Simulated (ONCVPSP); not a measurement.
## Configuration tests for Mg (ONCV)

ONCVPSP 4.0.1 input, shortened (lines: element, Z, core and valence counts, functional; n l f; lmax; l rc ep ncon nbas qcut; lloc lpopt rc5 dvloc0; l nproj debl; icmod fcfact rcfact), PBE, fully relativistic:

```
  Mg 12.00    1    3        4      upf
    1    0    2.00
    2    0    2.00
    2    1    6.00
    3    0    2.00
    2
    0    1.15    0.00    3    8   11.10
    1    0.80    0.00    4    7   21.30
    2    1.10    0.12    3    7    9.10
    4    5    0.65    4.00
    0    2    2.00
    1    3    2.00
    2    2    2.50
    3    3.50    1.45
```

Open shells are filled in proportion to 2j + 1.

Energies are relative to the spin-unpolarised reference configuration 2s2 2p6 3s2; without spin polarisation the order of configurations can differ from experiment.

Q: Give the all-electron excitation energy and the error of the potential for: 2s2 2p6 3s1; 2s2 2p6 3s0; 2s2 2p6 3s1.5; 2s2 2p5 3s2.

A:

```tsv
valence configuration	charge	ΔE all-electron (eV)	error AE − PS (meV)
2s2 2p6 3s1	+1	7.960	0.0
2s2 2p6 3s0	+2	22.985	-0.3
2s2 2p6 3s1.5	+0.5	3.144	0.0
2s2 2p5 3s2	+1	58.542	+62
```
